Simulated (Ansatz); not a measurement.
Geometry optimisation, Ansatz 0.2.0, RKS PBE/def2-SVP.

Input file:

```yaml
crystal:
  periodic: [false, false, false]
  atoms:
    - { symbol: Ge, position_ang: [0.24356, 0.052198, -0.144634] }
    - { symbol: F, position_ang: [0.118169, -0.149573, 1.566314] }
    - { symbol: H, position_ang: [1.770187, -0.050892, -0.417426] }
    - { symbol: H, position_ang: [-0.296307, 1.452101, -0.513099] }
    - { symbol: H, position_ang: [-0.512062, -1.112176, -0.825623] }
    - { symbol: S, position_ang: [-3.034734, 0.137255, 0.945883] }
    - { symbol: H, position_ang: [-3.100876, -1.211954, 0.780265] }
    - { symbol: H, position_ang: [-1.978936, 0.010241, 1.831921] }
basis:
  gaussian: { orbitals: def2-SVP }
hamiltonian:
  xc: pbe
relax:
  f_tol: 0.03
  max_steps: 50
output:
  orbitals: {}
```

Command:

```bash
$ ansatz run input.yaml --threads 2 --pin off --max-ram 3072MiB --backend cpu --events-out ev --progress --plain --runs-dir out
```

Question: Where does it end, and by what steps?

Answer: The forces met the threshold. After 6 steps the energy has fallen by 0.065 eV; S6 moved furthest, 0.25 Å.

```
step  energy less start (eV)  largest force component (eV/Å)  accepted
   0                  0.0000                           1.436       yes
   1                 -0.0506                           0.571       yes
   2                 -0.0600                           0.152       yes
   3                 -0.0631                           0.045       yes
   4                 -0.0646                           0.057       yes
   5                 -0.0649                           0.032       yes
   6                 -0.0651                           0.011       yes
```

```xyz
8
Properties=species:S:1:pos:R:3
Ge 0.346 0.067 -0.210
F 0.067 -0.166 1.531
H 1.885 -0.030 -0.372
H -0.194 1.469 -0.570
H -0.385 -1.084 -0.938
S -3.220 0.108 1.113
H -3.287 -1.241 0.941
H -2.004 0.003 1.728
```

Whether the end is a true minimum wasn't checked by a vibrational analysis.

Run time: 9.2 s on 2 threads of Arm Neoverse V2, on a shared host, peak memory 0.13 GiB.
